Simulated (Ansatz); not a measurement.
Consider the hydrogenolysis of the Si–Cl bond: `F[SiH2]O[SiH](Cl)Cl` + H₂ → `F[SiH2]O[SiH2]Cl` + HCl.

Computed with Ansatz on PBE0-D4/def2-TZVP structures; ΔE is electronic, products minus reactants. CCSD(T)/CBS adds triple-zeta CCSD(T) − MP2 to the extrapolated MP2 energy (def2 sets, frozen cores). This one scheme is used for every species. Each species was taken in one conformer, which may not be the lowest.

| species | CCSD(T)/CBS(def2) energy (Eh) |
| --- | --- |
| `F[SiH2]O[SiH](Cl)Cl` | -1674.75950 |
| H₂ | -1.17544 |
| `F[SiH2]O[SiH2]Cl` | -1215.52176 |
| HCl | -460.38127 |

Q: Work out ΔE.

A: ΔE = (-1215.52176) + (-460.38127) − (-1674.75950) − (-1.17544) = 0.03191 Eh = +83.8 kJ/mol.

Largest T1 diagnostic among the species: 0.011.

The D4 term adds +9.6 kJ/mol with B3LYP and +5.2 kJ/mol with PBE0; it sums over pairs of atoms, weighted by their polarisabilities, and B3LYP, whose exchange is more repulsive, gets the larger term. In def2-TZVPP, CCSD(T) changes the Hartree–Fock value by +10.9 kJ/mol (the triples alone add +4.0 kJ/mol) and MP2 by +20.9 kJ/mol.

B3LYP here is the variant with VWN-RPA as its local correlation; programs differ in this.
